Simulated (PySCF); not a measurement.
Isomers of C6H16Si. Theory: PySCF 2.14.0, density-fitted response routines, TDDFT B3LYP/def2-SVPD, vertical, gas phase, core orbitals frozen in the response. Geometries: PBE0-D3(BJ)/def2-SVP; one conformer of each isolated species. Triplets are in the Tamm–Dancoff approximation.

A. `CCCC[SiH](C)C` (SiHMe2(nBu))
B. `CC[SiH](CC)CC` (triethylsilane)
C. `C[SiH](C)C(C)(C)C` (SiHMe2(tBu))

Lowest singlet levels (six at most, fewer where fewer were computed) with oscillator strengths:

1. 7.25 eV (f 0.010 summed over 2 states); 7.40 eV (f 0.000); 7.49 eV (f 0.005); 7.51 eV (f 0.042 summed over 2 states); 7.93 eV (f 0.000); 8.01 eV (f 0.067 summed over 2 states) [of 10 roots; the last level is left out, as the window may have cut its degenerate partner]; T1 7.11 eV
2. 6.80 eV (f 0.017); 7.33 eV (f 0.011); 7.44 eV (f 0.041); 7.75 eV (f 0.019); 7.78 eV (f 0.022); 7.97 eV (f 0.033); T1 6.72 eV
3. 7.30 eV (f 0.024); 7.70 eV (f 0.001); 7.76 eV (f 0.015); 7.80 eV (f 0.047); 8.00 eV (f 0.014); 8.11 eV (f 0.031); T1 7.20 eV

Question: Which spectrum belongs to which structure?

Answer: 1 = B, 2 = C, 3 = A.
- A: S1 at 7.30 eV, HOMO→LUMO (98%); Löwdin shares by element: HOMO carbon 51% or more, silicon 18% (atoms not listed hold the other 31%); LUMO carbon 24% or more, silicon 15% (atoms not listed hold the other 60%); HOMO -7.77 and LUMO 0.36 eV.
- B: S1 at 7.25 eV, HOMO-1/HOMO→LUMO (≥75%); Löwdin shares by element: HOMO (one of a set within 0.03 eV) carbon 46% or more, silicon 19% (atoms not listed hold the other 35%); LUMO carbon 22% or more, silicon 11% (atoms not listed hold the other 67%); HOMO -7.67 and LUMO 0.47 eV.
- C: S1 at 6.80 eV, HOMO→LUMO (99%); Löwdin shares by element: HOMO carbon 46% or more, silicon 19% (atoms not listed hold the other 36%); LUMO carbon 26% or more, silicon 12% (atoms not listed hold the other 63%); HOMO -7.32 and LUMO 0.28 eV.
A and B have S1 within 0.06 eV of each other; their strongest listed levels stand at 7.80 eV (f 0.047) and 8.01 eV (f 0.067).

A slash joins orbitals within 0.01 eV of each other, whose weights are summed (≥ marks a lower bound).

Without π bonds the low states may be Rydberg-like; a valence basis with one diffuse set may place them up to an eV too high.
